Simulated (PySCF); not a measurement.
Structure from NMR data

An unknown has the formula C5H9NO3Si. Its calculated NMR data are:

1H NMR (400 MHz, computed): δ 6.47 (m, 1H), 6.19 (m, 1H), 6.18 (m, 1H), 4.85 (s, 1H), 4.14 (s, 3H), 3.50 (br s, 1H), 2.32 (br s, 1H).

13C{1H} NMR (computed): δ 155.3 (C), 121.6 (CH), 107.2 (CH), 104.2 (CH), 53.7 (CH3).

- GFN2-xTB structure
- shielding tensors at PBE0/pcSseg-1 (GIAO)
- program: PySCF
- gas phase, relativity neglected, a single conformation, rapidly exchanging positions averaged

Referencing at the same level of theory: TMS for 1H (σ = 31.72 ppm) and 13C (σ = 186.93 ppm).

Deduce the structure.

Results:


- The formula gives 3 degrees of unsaturation (1 ring in the answer).
- 5 carbon signals for 5 carbons: no two carbons are equivalent.
- Carbon types of the structure: 1 × C, 3 × CH, 1 × CH3, leaving 3 H on heteroatoms.
- δC 155.3: aromatic carbon bearing oxygen; σ withdrawal by the attached heteroatom moves it downfield of the ring CH carbons.
- δC 121.6, 104.2: aromatic CH next to a ring nitrogen.
- δC 107.2: aromatic CH; resonance donation from the substituent shields this position.
- δH 6.47, 6.18: hydrogen on an aromatic CH next to a ring nitrogen.
- δH 6.19: hydrogen on an aromatic CH; π donation from the O or N substituent shields it against benzene.
- δH 4.14: hydrogen on a methyl carbon bonded to O; its carbon carries O, hence the downfield position.
- δH 3.50: hydrogen on a phenol-type oxygen; labile proton, position sensitive to the medium.

Structure: `OC1=CN([Si@H](OC)O)C=C1`.

The data come from this structure; uniqueness wasn't tested.

The OH or NH signal is concentration- and solvent-dependent in practice; the value given is the gas-phase one. Shifts are as computed. Against solution values, carbons near 30 ppm lie about +3 ppm off and those near 130 ppm about +5 ppm. Of 1211 compounds with measured shifts, 218 miss one by over three times the rms of a fit or turn the order of signals round; such compounds aren't used in these exercises. No couplings were computed; multiplicities are counted from neighbouring protons, with m where these are inequivalent, close in shift, in a saturated or five-membered ring or joined by F or P, and br s for small geminal =CH2 splittings.
